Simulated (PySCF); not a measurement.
# Spin-rotation constants: `C12=C(C)C=CC=C1C=NN2`, C8H8N2

Geometry:
```tsv
atom	x (Å)	y (Å)	z (Å)
C1	2.250	-0.836	-0.283
C2	1.021	0.005	-0.120
C3	1.049	1.382	-0.089
C4	-0.112	2.155	0.061
C5	-1.351	1.579	0.191
C6	-1.423	0.183	0.169
C7	-2.452	-0.790	0.269
N8	-1.962	-1.999	0.183
N9	-0.636	-1.881	0.029
C10	-0.242	-0.581	0.013
H11	3.131	-0.209	-0.393
H12	2.165	-1.472	-1.165
H13	2.390	-1.480	0.586
H14	1.998	1.889	-0.185
H15	-0.017	3.231	0.075
H16	-2.244	2.174	0.306
H17	-3.505	-0.637	0.398
H18	-0.068	-2.707	-0.058
```

The calculation used GIAO LDA/6-31G magnetisability, rotational g tensor and spin-rotation constants, non-relativistic, gas phase in PySCF 2.14.0. Geometry: GFN2-xTB.

Task: Give the nuclear spin-rotation constants along the inertial axes (H = +C I·J) beside the isotropic shieldings.

Result: Rotational constants 2.1930, 1.5317, 0.9069 GHz. A star marks the isotopologue with that one atom substituted, in its own axes.
```csv
atom,isotope,Caa (kHz),Cbb (kHz),Ccc (kHz),mean (kHz),σ (ppm)
N8,14N,0.446,0.365,0.048,0.286,-49.6
N9,14N,0.205,0.213,0.064,0.161,94.1
H11,1H,0.059,-0.171,-0.106,-0.073,30.2
H12,1H,-0.220,-0.114,-0.019,-0.118,29.8
H13,1H,-0.226,-0.117,-0.015,-0.119,29.8
H14,1H,0.218,-0.160,-0.096,-0.013,25.3
H15,1H,-0.042,0.020,-0.092,-0.038,25.2
H16,1H,-0.188,0.128,-0.092,-0.051,24.9
H17,1H,0.005,0.000,-0.098,-0.031,24.9
H18,1H,-0.252,0.158,-0.098,-0.064,23.7
C1,13C*,0.275,0.169,0.123,0.189,179.7
C2,13C*,0.787,0.559,0.079,0.475,84.4
C3,13C*,0.911,0.478,0.109,0.499,76.2
C4,13C*,0.762,0.590,0.085,0.479,80.2
C5,13C*,0.692,0.620,0.080,0.464,84.5
C6,13C*,0.819,0.568,0.101,0.496,75.0
C7,13C*,0.825,0.511,0.143,0.493,71.3
C10,13C*,0.826,0.593,0.120,0.513,65.9
```
For the geometry as given, no vibrational averaging.
